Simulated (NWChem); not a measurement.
System: RbCl; SMILES [Cl][Rb]

```xyz
2

Rb     0.0000     0.0000    -0.9031
Cl     0.0000     0.0000     1.9115
```
Atoms are numbered in this order, from 1.

All runs: NWChem. Structure relaxed at the PBE0/def2-SVP level. def2 effective core potentials on Rb; no spin-orbit coupling. Static field.

```
level           basis functions  isotropic polarisability (bohr³)  anisotropy (bohr³)
--------------  ---------------  --------------------------------  ------------------
PBE/def2-SVP                 42                              42.5                16.1
PBE/def2-SVPD                54                              45.2                23.4
PBE/def2-TZVP                70                              42.0                25.2
PBE/def2-TZVPD               79                              47.5                25.9
```
